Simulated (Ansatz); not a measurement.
[M(H2O)4] with several metals: gap (eV) at several levels, gas phase, relaxed structures; Ansatz. HOMO and LUMO are taken over both spins. Singlets are spin-restricted. Names give formal oxidation states. The structures are stationary points that may keep the symmetry of their start.

```
                species    state            geometry  PBE-D4/def2-SVP  PBE-D4/def2-TZVP  r2SCAN-D4/def2-TZVP  PBE0-D4/def2-SVP  PBE0-D4/def2-TZVP
[Cr(H2O)4]2+ (CrO4H8²⁺)  quintet   B3LYP-D4/def2-SVP             2.17              2.13                 2.83              6.25               6.23
[Cu(H2O)4]2+ (CuO4H8²⁺)  doublet  r2SCAN-D4/def2-SVP             1.46              1.55                 2.46              5.62               5.98
```

Task: Estimate the rows for [Ni(H2O)4]2+ (NiO4H8²⁺) (triplet, PBE-D4/def2-SVP geometry).

Result: 
```csv
species,state,geometry,PBE-D4/def2-SVP,PBE-D4/def2-TZVP,r2SCAN-D4/def2-TZVP,PBE0-D4/def2-SVP,PBE0-D4/def2-TZVP
[Ni(H2O)4]2+ (NiO4H8²⁺),triplet,PBE-D4/def2-SVP,1.03,1.02,2.56,6.21,6.15
```

Over the 3 species that have every level, the mean is 1.55 at PBE-D4/def2-SVP, 1.57 at PBE-D4/def2-TZVP, 2.62 at r2SCAN-D4/def2-TZVP, 6.02 at PBE0-D4/def2-SVP, 6.12 at PBE0-D4/def2-TZVP. Orbital gaps grow with the share of exact exchange and aren't one observable across functionals.
